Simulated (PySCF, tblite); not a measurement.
tert-butyl trimethylhydrazine, C7H18N2.
Bonds: C1–N2, N2–C3, N2–N4, N4–C5, N4–C6, C6–C7, C6–C8, C6–C9. Hydrogens: H10, H11, H12 on C1; H13, H14, H15 on C3; H16, H17, H18 on C5; H19, H20, H21 on C7; H22, H23, H24 on C8; H25, H26, H27 on C9.

Structure optimised with GFN2-xTB, isolated species.

(1) List the bond lengths, angles and torsions at this level.

Results:

(1) 
```json
{"bond": "C1–N2, N2–C3", "length (Å)": "1.451"}
{"bond": "N2–N4", "length (Å)": "1.411"}
{"bond": "N4–C5", "length (Å)": "1.448"}
{"bond": "N4–C6", "length (Å)": "1.467"}
{"bond": "C6–C7, C6–C8, C6–C9", "length (Å)": "1.535"}
{"bond": "C1–H10 and 3 like bonds", "length (Å)": "1.088"}
{"bond": "C1–H11, C3–H14", "length (Å)": "1.101"}
{"bond": "C5–H16, C5–H17", "length (Å)": "1.089"}
{"bond": "C5–H18", "length (Å)": "1.100"}
{"bond": "C7–H19 and 8 like bonds", "length (Å)": "1.087"}
```

Bonds in one row agree within 0.01 Å and their mean is given. A selection of angles:
```json
{"angle": "C1–N2–C3", "degrees": "111.3"}
{"angle": "C1–N2–N4", "degrees": "110.6"}
{"angle": "C3–N2–N4", "degrees": "117.3"}
{"angle": "N2–N4–C5", "degrees": "115.9"}
{"angle": "N2–N4–C6", "degrees": "112.8"}
{"angle": "C5–N4–C6", "degrees": "117.5"}
{"angle": "N4–C6–C7", "degrees": "107.0"}
{"angle": "N4–C6–C8", "degrees": "109.0"}
{"angle": "N4–C6–C9", "degrees": "114.2"}
{"angle": "C7–C6–C8", "degrees": "108.5"}
{"angle": "C7–C6–C9", "degrees": "109.0"}
```

Dihedral angles: C1–N2–N4–C5 89° (synclinal); N2–N4–C6–C7 54° (synclinal). The mirror-image conformer, all signs reversed, is as good.

Of the pairs four or more bonds apart, N2···H20 is among the closest relative to their van der Waals radii: 2.41 Å, 88 % of the sum of Bondi's values. N2 (hydrazine nitrogen) is pyramidal (angles 117.3°, 111.3° and 110.6°, sum 339.2°, 0.39 Å off the plane of its three neighbours). N4 (hydrazine nitrogen) is pyramidal (angles 117.5°, 115.9° and 112.8°, sum 346.2°, 0.31 Å off the plane of its three neighbours).

Point group: C1 (no symmetry element, even within 0.4 Å). Its GFN2-xTB frequencies are all real (lowest 51 cm⁻¹). The numbers are those of one conformer.

These are computed values.
